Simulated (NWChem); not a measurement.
System: boric acid (H$_{3}$BO$_{3}$); SMILES OB(O)O

```xyz
7

O     -1.0724     0.8724     0.0000
B     -0.0342    -0.0038     0.0000
O      1.2444     0.5000     0.0000
O     -0.3495    -1.3323     0.0000
H     -0.7566     1.7804     0.0000
H      1.9455    -0.1551     0.0000
H      0.4027    -1.9267     0.0000
```
Atoms are numbered in this order, from 1.

Program: NWChem. Structure relaxed at the PBE0/def2-SVP level. Ions are spin-unrestricted doublets at the neutral geometry; other ion states weren't tried.

Problem. Estimate the computed values for PBE/def2-SVP. Quantities: −ε(HOMO) (eV).

Solution. 
| Item | Value |
|---|---|
| −ε(HOMO) (eV) | 6.96 |
